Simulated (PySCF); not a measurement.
O2Pb2, SMILES [O]1[Pb]2=[Pb]1[O]2. Atoms are numbered in the order given.

```xyz
4

Pb     0.0000     0.0000     1.6198
Pb     0.0000     0.0000    -1.6198
O      0.0000    -1.3986     0.0000
O      0.0000     1.3986     0.0000
```

The structure is a stationary point at B3LYP-D3(BJ)/def2-SVP. The def2 effective core potentials stand for the cores of Pb; spin–orbit coupling is left out.

Calculation: PySCF with M06-2X/def2-TZVPD.

Isolated molecule, no solvent.

Problem. Estimate the frontier levels, gap, dipole moment and polarisability. (An estimate is asked for; the answer gives what the named calculation found.)

Solution. 
The highest occupied level comes out as -7.73 eV, the lowest empty level is -1.33 eV and the orbital gap comes out as 6.40 eV. The dipole moment is 0.00 D and the quadrupole, principal values (traceless, Buckingham form, about the centre of nuclear charge) is -21.31, 5.54, 15.78 D·Å. The mean static polarisability is 84.4 bohr³ (12.51 Å³). The polarisability, principal values is 60.9, 75.7, 116.7 bohr³.
